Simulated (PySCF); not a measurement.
# Atomic charges against the basis set

Species: CH9BNP.
Cartesian coordinates in Å at the PBE0-D3(BJ)/def2-SVP level; atoms count from 1:
```xyz
13
CH9BNP angstrom
C     -1.438    0.560    0.562
N     -0.152    0.488   -0.139
B      1.016   -0.321    0.654
P      2.510   -0.471   -0.638
H     -1.793   -0.462    0.746
H     -1.280    1.046    1.533
H     -2.187    1.118   -0.018
H     -0.261    0.044   -1.056
H      0.191    1.430   -0.339
H      1.232    0.316    1.674
H      0.551   -1.433    0.866
H      3.429    0.494   -0.122
H      3.175   -1.582   -0.045
```

PBE0 throughout (PySCF), one geometry, spherical d and f functions. The structure is a single PBE0-D3(BJ)/def2-SVP conformer in the gas phase; no vibrational or solvent corrections. Atoms taken as equivalent share a column and are averaged. The first 7 of 8 kinds of atom are listed.

Mulliken charges (e):

```csv
basis,functions,C1,N2,B3,P4,H5/H6/H7,H8/H9,H10/H11
STO-3G,33,-0.149,-0.324,-0.080,+0.104,+0.116,+0.259,-0.105
6-31G,58,-0.348,-0.748,-0.067,-0.155,+0.209,+0.383,-0.036
pcSseg-0,58,-0.446,-0.815,-0.196,-0.348,+0.266,+0.378,+0.055
6-31G*,78,-0.398,-0.688,-0.094,-0.259,+0.215,+0.395,-0.029
cc-pVDZ,105,-0.022,+0.003,-0.238,-0.195,+0.078,+0.138,-0.041
def2-SVP,105,+0.012,-0.111,-0.212,-0.150,+0.076,+0.167,-0.038
"6-311+G(2d,p)",170,-0.365,-0.390,-0.194,-0.265,+0.171,+0.314,-0.016
aug-cc-pVDZ,177,+0.852,-0.096,-1.552,-1.022,-0.180,+0.079,+0.773
def2-TZVP,184,-0.292,-0.222,-0.233,-0.338,+0.155,+0.264,-0.012
IGLO-III,239,-0.289,-0.423,-0.054,+0.013,+0.149,+0.300,-0.065
cc-pVTZ,250,-0.214,+0.049,-0.310,-0.239,+0.123,+0.149,+0.003
```

IAO charges (e):

```tsv
basis	functions	C1	N2	B3	P4	H5/H6/H7	H8/H9	H10/H11
STO-3G	33	-0.302	-0.239	-0.336	+0.083	+0.159	+0.263	-0.039
6-31G	58	-0.337	-0.285	-0.354	-0.118	+0.172	+0.296	-0.013
pcSseg-0	58	-0.316	-0.280	-0.370	-0.124	+0.167	+0.293	-0.011
6-31G*	78	-0.312	-0.275	-0.352	-0.060	+0.164	+0.289	-0.019
cc-pVDZ	105	-0.310	-0.268	-0.373	-0.058	+0.162	+0.289	-0.015
def2-SVP	105	-0.299	-0.262	-0.370	-0.048	+0.159	+0.287	-0.019
6-311+G(2d,p)	170	-0.322	-0.282	-0.376	-0.052	+0.167	+0.294	-0.014
aug-cc-pVDZ	177	-0.320	-0.277	-0.371	-0.071	+0.166	+0.293	-0.014
def2-TZVP	184	-0.321	-0.283	-0.375	-0.049	+0.166	+0.294	-0.014
IGLO-III	239	-0.322	-0.284	-0.377	-0.044	+0.167	+0.294	-0.015
cc-pVTZ	250	-0.322	-0.282	-0.374	-0.058	+0.167	+0.295	-0.014
```

Some averages cover members that differ in this geometry, most widely: H5/H6/H7, Mulliken in aug-cc-pVDZ -0.245 to -0.138; H5/H6/H7, Mulliken in 6-31G +0.185 to +0.223; H10/H11, Mulliken in aug-cc-pVDZ +0.754 to +0.791; H5/H6/H7, Mulliken in 6-31G* +0.192 to +0.227 e.

Task: Which scheme is steadiest as the basis changes?

Result: Largest range over the bases for any column: IAO 0.21 e, Mulliken 1.50 e. IAO charges move least and Mulliken charges most, counted in e. Without the minimal STO-3G basis the ranges are IAO 0.08, Mulliken 1.50 e.

Task: How much do the charges still move between the two largest bases, IGLO-III and cc-pVTZ?

Result: At most, over all atoms: Mulliken 0.472 e, IAO 0.013 e.

Task: What do the same runs give for the total energy, the frontier levels and the dipole moment?

Result: 
| basis | energy (Eh) | HOMO (eV) | LUMO (eV) | μ (D) |
| --- | --- | --- | --- | --- |
| STO-3G | -458.8412 | -2.47 | 7.68 | 5.89 |
| 6-31G | -464.1095 | -5.80 | 1.06 | 5.59 |
| pcSseg-0 | -463.5095 | -5.91 | 0.80 | 5.70 |
| 6-31G* | -464.1666 | -5.85 | 1.07 | 5.55 |
| cc-pVDZ | -464.1986 | -5.87 | 0.63 | 5.49 |
| def2-SVP | -463.9999 | -5.89 | 0.63 | 5.53 |
| 6-311+G(2d,p) | -464.2413 | -6.09 | -0.52 | 5.39 |
| aug-cc-pVDZ | -464.2098 | -6.08 | -0.67 | 5.35 |
| def2-TZVP | -464.2499 | -6.05 | 0.08 | 5.42 |
| IGLO-III | -464.2551 | -6.01 | -0.19 | 5.34 |
| cc-pVTZ | -464.2530 | -6.04 | 0.13 | 5.42 |

The dipole is fixed by the density alone, so its range of 0.55 D shows that the density itself changes with the basis, not only its division among atoms.
